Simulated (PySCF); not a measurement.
**Static response to an electric field**

Compound: C8H11BS.
Structure used (PBE0-D3(BJ)/def2-SVP), in Å, numbered top down from 1:
```xyz
21
C8H11BS angstrom
B     -1.0310    0.8972    1.1619
C     -2.5179    0.4531    0.9664
C     -2.6427    0.1361   -0.5307
C     -1.2486   -0.3267   -0.9548
C     -0.2738    0.5834   -0.1785
C      1.1642    0.1924   -0.1732
C      2.0041   -0.0299    0.8914
C      3.3228   -0.4029    0.5047
C      3.4728   -0.4661   -0.8544
S      2.0113   -0.0700   -1.6647
H     -0.5504    1.3997    2.1507
H     -2.5554   -0.4922    1.5542
H     -3.3089    1.0891    1.3919
H     -3.4242   -0.6029   -0.7671
H     -2.9061    1.0580   -1.0784
H     -1.0961   -0.2972   -2.0458
H     -1.0796   -1.3712   -0.6397
H     -0.3666    1.6035   -0.6337
H      1.6788    0.0777    1.9270
H      4.1283   -0.6204    1.2076
H      4.3636   -0.7300   -1.4230
```

Level: wB97X-D/def2-SVPD (PySCF), static field, nuclei fixed, core orbitals frozen in the response. The polarisability tensor in these axes (au):

```
x   148.28  -9.74  -2.39
y    -9.74  89.03   4.12
z    -2.39   4.12 122.75
```

**Question.** Give the principal values, the mean and the anisotropy Δα = √{½[(α1 − α2)² + (α2 − α3)² + (α1 − α3)²]}.

**Answer.** Principal values 87.09, 122.79 and 150.18 au; mean 120.02 au = 17.79 Å³ = 19.79 × 10⁻⁴⁰ C²·m²/J; Δα = 54.79 au (46 % of the mean).

**Question.** What is the dipole moment, and where does it point?

**Answer.** (-0.77, -0.07, 0.37) D, 0.86 D in size, pointing from the negative to the positive side. Measured along this direction, the outermost atoms are H21 at the negative end and H13 at the positive end.

**Question.** Along which axes do the principal values lie, and how far do the nuclei extend along each?

**Answer.** Largest value along (0.98, -0.16, -0.11), where the nuclei span 8.13 Å; middle along (0.13, 0.08, 0.99), 4.36 Å; least along (0.15, 0.98, -0.10), 3.03 Å. The response follows the extents in order.

**Question.** How large is μ²/3kT at 500 K beside α?

**Answer.** In Gaussian units μ²/3kT = 3.54 Å³ against 17.79 Å³, a ratio of 0.20; the Debye molar polarisation (4π/3)N_A(α + μ²/3kT) is 53.8 cm³/mol, leaving out the vibrational part.

**Question.** Form Σ f/ω² (atomic units) for the 10 lowest TDDFT singlets, given as eV and f, and set it beside the mean polarisability, which is this sum over all singlets: 5.42, 0.0721; 5.63, 0.0908; 5.88, 0.0811; 5.94, 0.0007; 6.23, 0.0034; 6.38, 0.0101; 6.39, 0.0060; 6.65, 0.0183; 6.69, 0.0081; 7.21, 0.0042.

**Answer.** They add up to 6.55 au, 5.5 % of the 120.02 au; the largest single term is 2.12 au, from the state at 5.63 eV. Terms in order: 1.82, 2.12, 1.74, 0.02, 0.07, 0.18, 0.11, 0.31, 0.13, 0.06 au. Higher excitations give the rest. The strengths listed sum to 0.295.

**Question.** Refractivity n − 1 of an ideal gas of it at 298.15 K and 1 atm, from the electronic α?

**Answer.** N = p/kT = 2.4615 × 10¹⁹ cm⁻³, so n − 1 = 2π × N × 17.79 × 10⁻²⁴ cm³ = 2751 × 10⁻⁶ at long wavelengths.

**Question.** Estimate the molar refractivity from the static electronic polarisability.

**Answer.** Lorentz–Lorenz: R = (4π/3)N_A α = 2.5225 cm³/(mol·Å³) × 17.79 Å³ = 44.9 cm³/mol, in the limit of long wavelengths.

Isolated species at its PBE0-D3(BJ)/def2-SVP geometry (one conformer only).
